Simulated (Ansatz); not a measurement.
Wavefunction ladder for `SC[SiH2]S`

Cartesian coordinates in Å:
```
S -1.263 -1.096 1.208
C -0.633 0.559 0.826
Si 0.291 0.592 -0.807
S 1.878 -0.840 -0.873
H -0.066 -1.708 1.240
H -0.036 0.945 1.655
H -1.519 1.194 0.736
H -0.672 0.333 -1.905
H 0.962 1.905 -0.994
H 1.058 -1.884 -1.086
```

The species carries charge 0 and has multiplicity 1. All single points use the PBE0-D4/def2-TZVP geometry. It is one conformer, not always the lowest. Frozen core, restricted reference, the Gaussian-basis code of Ansatz. CBS rows extrapolate triple and quadruple zeta; past MP2 they add the triple-zeta difference.

```
     basis      HF (Eh)  MP2 corr.  CCSD corr.       (T)  CCSD(T) total
  def2-SVP            ?   -0.50849           ?         ?              ?
def2-TZVPP            ?   -0.65950    -0.72142  -0.03155              ?
def2-QZVPP  -1125.47181   -0.71214           –         –              –
 CBS(def2)  -1125.47644   -0.75114    -0.81305     as TZ    -1126.32104
```

Question: Fill in the withheld values. (An estimate is asked.)

Answer: Ansatz gave: def2-SVP HF (Eh): -1125.01101; def2-SVP CCSD corr.: -0.57070; def2-SVP (T): -0.01662; def2-SVP CCSD(T) total: -1125.59833; def2-TZVPP HF (Eh): -1125.43822; def2-TZVPP CCSD(T) total: -1126.19119.
